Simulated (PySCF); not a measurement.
One of the candidates below gave these computed data.

All candidates are C8H13F.

| technique | computed result |
| --- | --- |
| Rotational structure | rotational constants A, B, C: 2.708, 1.125, 0.939 GHz [GFN2-xTB] |
| 1H NMR | chemical shifts (computed TMS as zero) by class: 5.00 (1 H), 4.58 (1 H), 2.21 (1 H), 2.21 (1 H), 2.08 (1 H), 2.08 (1 H), 2.04 (1 H), 2.00 (1 H), 1.96 (1 H), 1.95 (1 H), 1.75 (1 H), 1.70 (1 H), 1.64 (1 H) ppm [GIAO PBE0/pcSseg-1] |
| 13C NMR | chemical shifts (computed TMS as zero) by class: 91.3 (1 C), 43.9 (1 C), 38.8 (1 C), 36.9 (1 C), 36.7 (1 C), 29.4 (1 C), 23.5 (1 C), 15.4 (1 C) ppm [GIAO PBE0/pcSseg-1] |
| NMR, other nuclei | isotropic shieldings of nuclei other than C and H, by class: 431 (1 F) ppm [GIAO PBE0/pcSseg-1] |
| Dipole | 1.95 D [PBE0/pcSseg-1] |

The electronic properties come from PySCF, for the isolated species, density fitting. Levels stand in brackets. The structure is a single GFN2-xTB conformer in the gas phase; no vibrational or solvent corrections. NMR values are class means; diastereotopic atoms form classes of their own.

Problem. Which candidate is it?
A. `FC[C@H]1CCC12CCC2`
B. `CC(C)CCC1=C(F)C1`
C. `FC12CCC(CC1)CC2`

Solution. A. It is `FC[C@H]1CCC12CCC2`. Numbering: `[F:1][CH2:2][C@H:3]1[CH2:4][CH2:5][C:6]12[CH2:7][CH2:8][CH2:9]2`. Its formula, C8H13F, gives 2 degrees of unsaturation: 2 rings and 0 π bonds in the structure found. 8 carbons fall into 8 classes; from least to most shielded: sp3 C–F carbon [C2] (91.3 ppm), four-membered-ring carbon [C3] (43.9 ppm), sp3 carbon at a ring junction [C6] (38.8 ppm), four-membered-ring carbon [C5] (36.9 ppm), four-membered-ring carbon [C7] (36.7 ppm), four-membered-ring carbon [C9] (29.4 ppm), four-membered-ring carbon [C4] (23.5 ppm), four-membered-ring carbon [C8] (15.4 ppm). Hydrogen classes from least to most shielded: 1 H on an sp3 C–F carbon, C2 (5.00 ppm), 1 H on an sp3 C–F carbon, C2 (4.58 ppm), 1 H on a four-membered-ring carbon, C4 (2.21 ppm), 1 H on a four-membered-ring carbon, C3 (2.21 ppm), 1 H on a four-membered-ring carbon, C5 (2.08 ppm), 1 H on a four-membered-ring carbon, C7 (2.08 ppm), 1 H on a four-membered-ring carbon, C9 (2.04 ppm), 1 H on a four-membered-ring carbon, C5 (2.00 ppm), 1 H on a four-membered-ring carbon, C8 (1.96 ppm), 1 H on a four-membered-ring carbon, C7 (1.95 ppm), 1 H on a four-membered-ring carbon, C8 (1.75 ppm), 1 H on a four-membered-ring carbon, C4 (1.70 ppm); 1 more class is left out. The other shieldings belong to: 431 ppm, alkyl fluorine [F1]. The optimised geometry has point group C1 and is an asymmetric top.

The others, at the same levels:
- `CC(C)CCC1=C(F)C1` fails: it has 7 carbon classes against 8; its computed 13C shifts are 149.9 (1 C), 86.3 (1 C), 40.1 (1 C), 32.6 (1 C), 26.0 (1 C), 24.8 (2 C), 23.2 (1 C) ppm, 1H shifts are 2.33 (2 H), 1.85 (2 H), 1.43 (1 H), 1.30 (2 H), 1.03 (6 H) ppm and rotational constant A is 3.994 GHz (against 2.708 GHz).
- `FC12CCC(CC1)CC2` fails: it has 4 carbon classes against 8; its computed 13C shifts are 94.3 (1 C), 34.4 (3 C), 30.1 (3 C), 27.4 (1 C) ppm, 1H shifts are 1.80 (6 H), 1.74 (6 H), 1.34 (1 H) ppm and rotational constant A is 2.458 GHz (against 2.708 GHz).

Each candidate is one conformer, not necessarily the lowest. The conformers computed, where there is a choice (atom-mapped SMILES and torsion angles):
- `[F:1][CH2:2][C@H:3]1[CH2:4][CH2:5][C:6]12[CH2:7][CH2:8][CH2:9]2`: F1–C2–C3–C4 76°
- `[CH3:1][CH:2]([CH3:3])[CH2:4][CH2:5][C:6]1=[C:7]([F:8])[CH2:9]1`: C1–C2–C4–C5 67°, C2–C4–C5–C6 179°, C4–C5–C6–C7 -114°

The conformers of `FC12CCC(CC1)CC2` aren't listed.
